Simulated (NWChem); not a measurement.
The numbers come from NWChem runs, not from measurements. System: H4AsSi, charge -1, spin multiplicity 1, at the geometry of a parent with another charge or spin, in a state set for the comparison that need not be this species' ground state. Level: MP2/def2-TZVPD, 14 core orbitals frozen.

Part of the output:

```
             Northwest Computational Chemistry Package (NWChem) 7.3.0
             --------------------------------------------------------

                                NWChem Input Module
                                -------------------

 Scaling coordinates for geometry "geometry" by  1.889725989
 (inverse scale =  0.529177249)

                             Geometry "geometry" -> ""
                             -------------------------

 Output coordinates in angstroms (scale by  1.889725989 to convert to a.u.)

  No.       Tag          Charge          X              Y              Z
 ---- ---------------- ---------- -------------- -------------- --------------
    1 Si                  14.0000    -1.44153700    -0.56465000     0.04479100
    2 As                  33.0000     0.74550900     0.34053700    -0.02576200
    3 H                    1.0000    -1.64891700    -1.35497100     1.29849800
    4 H                    1.0000    -2.43289500     0.55227000     0.00813800
    5 H                    1.0000    -1.68056400    -1.46188300    -1.12891400
    6 H                    1.0000     1.34211000    -1.06803100     0.04534300

 Effective nuclear repulsion energy (a.u.)     149.5657348611

            Nuclear Dipole moment (a.u.)
            ----------------------------
        X                 Y               Z
 ---------------- ---------------- ----------------
     0.0000245664     0.0000113384    -0.0000132281


 Summary of "ao basis" -> "" (spherical)
 ------------------------------------------------------------------------------
       Tag                 Description            Shells   Functions and Types
 ---------------- ------------------------------  ------  ---------------------
 *                         def2-tzvpd                 on all atoms

 Summary of "ao basis" -> "ao basis" (spherical)
 ------------------------------------------------------------------------------
       Tag                 Description            Shells   Functions and Types
 ---------------- ------------------------------  ------  ---------------------
 Si                        def2-tzvpd               15       43   6s5p3d1f
 As                        def2-tzvpd               18       54   7s5p5d1f
 H                         def2-tzvpd                5        9   3s2p

                                 NWChem SCF Module
                                 -----------------

  ao basis        = "ao basis"
  functions       =   133
[...]
    1 Si  14    14.33   2.00  0.58  1.39  0.80  0.57 -0.02  4.12  1.73  0.52  1.43  0.64  0.13  0.19  0.23  0.02
    2 As  33    33.44   2.00  2.00  1.17  0.78  0.88  0.90  0.16  5.99  5.77  0.37  1.77  1.54  8.94  1.07  0.00  0.08 -0.00  0.01
    3 H    1     1.05   0.24  0.58  0.24  0.01 -0.02
    4 H    1     1.09   0.24  0.58  0.26  0.01 -0.00
    5 H    1     1.05   0.24  0.58  0.24  0.01 -0.02
    6 H    1     1.04   0.22  0.55  0.17  0.01  0.09

       Multipole analysis of the density wrt the origin
       ------------------------------------------------

     L   x y z        total         open         nuclear
     -   - - -        -----         ----         -------
     0   0 0 0     -1.000000      0.000000     51.000000

     1   1 0 0     -0.479738      0.000000      0.000025
     1   0 1 0     -0.222426      0.000000      0.000011
     1   0 0 1      0.016596      0.000000     -0.000013

     2   2 0 0    -36.057948      0.000000    216.751912
     2   1 1 0     -2.759203      0.000000     77.446775
     2   1 0 1      0.167213      0.000000     -6.215754
     2   0 2 0    -32.024778      0.000000     48.956489
     2   0 1 1     -0.063016      0.000000     -2.844723
     2   0 0 2    -33.624288      0.000000     10.758384

                   NWChem MP2 Semi-direct Energy/Gradient Module
                   ---------------------------------------------

  Basis functions       =    133
  Molecular orbitals    =    133
  Frozen core           =     14
  Frozen virtuals       =      0
  Active alpha occupied =     12
  Active beta occupied  =     12
  Active alpha virtual  =    107
  Active beta virtual   =    107
  Use MO symmetry       = F
  Use skeleton AO sym   = F

  AO/Fock/Back tols     =   1.0D-09  1.0D-09  1.0D-09

 GA uses MA = F    GA memory limited = T

 Available:
  local mem=  1.26D+08
 global mem=  1.44D+08
 local disk=  0.00D+00
  mp2_memr nvloc                   107
  nvloc new                   107
   1 passes of  12:        5242880                     100259                  38137627.
   1 passes of  12: M    126142950           G      144143822           F     120900070.

 Semi-direct pass number   1 of   1  for RHF alpha+beta  at       24.2s
  vrange nnbf                  8729
  mp2_eaftype                   145  avail_ma_in_mb                  1099
 EAF : mp2_eaftype filesize         145   19068813.
  mp2_eaf for mointskh                    145
Node 0 wrote     89.7 Mb in      0.0 s     Agg I/O rate:  1947.0 Mb/s
 Done moints_semi at       47.8s
  mp2_eaftype                   145  avail_ma_in_mb                   954
 EAF : mp2_eaftype filesize         145   19068813.
  mp2_eaf for kh                   145
 Done maket at       48.5s
 Done multipass loop at       48.5s

          -------------------------------------------
          SCF energy               -2525.480296310571
          Correlation energy          -0.404825124348
          Singlet pairs               -0.252669954763
          Triplet pairs               -0.152155169585
          Total MP2 energy         -2525.885121434919
          -------------------------------------------

          ---------------------------------------------------
                    Spin Component Scaled (SCS) MP2
          Same spin pairs                     -0.101436779723
          Same spin scaling factor             0.333333333333
          Opposite spin pairs                 -0.303388344625
          Opposite spin scaling fact.          1.200000000000
          SCS-MP2 correlation energy          -0.397878273458
          Total SCS-MP2 energy             -2525.878174584029
          ---------------------------------------------------

 -----------------------
 Performance information
 -----------------------

 Timer overhead =  2.82D-07 seconds/call

               Nr. of calls         CPU time (s)                 Wall time (s)                GFlops
             ---------------    -------------------     ------------------------------   -------------------
Name         Min   Avg   Max    Min     Avg     Max     Min     Avg     Max   Mx/calls   Min     Max     Sum
mp2: moin     1     1     1    24.     24.     24.      24.     24.     24.     24.      0.0     0.0     0.0
mp2: make     1     1     1   0.64    0.64    0.64     0.64    0.64    0.64    0.64      0.0     0.0     0.0
mp2: tota     1     1     1    24.     24.     24.      24.     24.     24.     24.      0.0     0.0     0.0

 The average no. of pstat calls per process was 3.00D+00
 with a timing overhead of 8.46D-07s

 Task  times  cpu:       48.4s     wall:       48.4s

 Total times  cpu:       48.5s     wall:       48.5s
```

Problem. Write an NWChem input that would produce this output.

Solution. This is not unique; one that fits is 
```
start mol
memory heap 200 mb stack 900 mb global 1100 mb
charge -1
geometry units angstroms nocenter noautoz noautosym
  Si    -1.441537    -0.564650     0.044791
  As     0.745509     0.340537    -0.025762
  H     -1.648917    -1.354971     1.298498
  H     -2.432895     0.552270     0.008138
  H     -1.680564    -1.461883    -1.128914
  H      1.342110    -1.068031     0.045343
end
basis spherical
  * library def2-tzvpd
end
scf
  rhf
  nopen 0
  maxiter 100
  thresh 1e-7
  semidirect memsize 60000000 filesize 0
end
mp2
  freeze core 14
end
task mp2 energy
```
